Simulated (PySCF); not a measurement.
# How the method changes the shape and vibrations of AlBH3NSi

All numbers below are calculated, not measured. The program is PySCF 2.14.0, an open-source quantum chemistry code, run on an isolated molecule that a program drew, which may never have been made. The molecule is AlBH3NSi (charge 0, singlet), drawn as the SMILES string `[BH2][Al]=[N][SiH]`.

The geometry was optimised and harmonic frequencies were computed with HF and MP2, all in the cc-pV(D+d)Z basis, for the commonest isotopes, with a restricted reference for singlets and an unrestricted one otherwise, and a frozen core in MP2. Each result is a local minimum of its method.

Geometry at the HF minimum:
```xyz
7
AlBH3NSi, angstrom
B     2.2339    0.3489    3.3012
Al    0.9654    1.2033    1.8071
N     0.0061    1.8687    0.6554
Si   -0.7930    2.6706   -0.5860
H     2.3207    0.8498    4.3832
H     2.8653   -0.6395    3.0694
H    -2.2021    2.0543   -0.4716
```

Lengths of the bonds as drawn, in Å (atoms numbered as above):
```
bond,HF,MP2
B1-Al2,2.138,2.120
Al2-N3,1.640,1.690
N3-Si4,1.680,1.715
B1-H5,1.195,1.203
B1-H6,1.195,1.203
Si4-H7,1.542,1.536
```

Rotational constants, in GHz:
| constant | HF | MP2 |
|---|---|---|
| A | 112.8 | 108.2 |
| B | 1.542 | 1.502 |
| C | 1.541 | 1.501 |

Harmonic frequencies in cm^-1, each column in rising order, so a row needn't be the same motion in every method:
| rank | HF | MP2 |
|---|---|---|
| 1 | 80 | 63 |
| 2 | 98 | 66 |
| 3 | 141 | 118 |
| 4 | 176 | 144 |
| 5 | 183 | 224 |
| 6 | 459 | 431 |
| 7 | 621 | 591 |
| 8 | 699 | 650 |
| 9 | 888 | 806 |
| 10 | 917 | 875 |
| 11 | 1228 | 1157 |
| 12 | 1341 | 1185 |
| 13 | 1975 | ? |
| 14 | 2703 | 2647 |
| 15 | 2799 | 2749 |

**Estimate the missing MP2 frequency from the HF column.**

A single factor s that minimises the squared misfit of MP2 against s times HF over the other rows is sum(HF x MP2) / sum(HF^2) = 0.9638, with an rms misfit of 42 cm^-1. For rank 13 it gives 0.9638 x 1975 = 1904 cm^-1. The calculation gives 2003 cm^-1, 99 cm^-1 above the estimate. The drawn bonds are on average 0.9 % longer in MP2 than in HF.
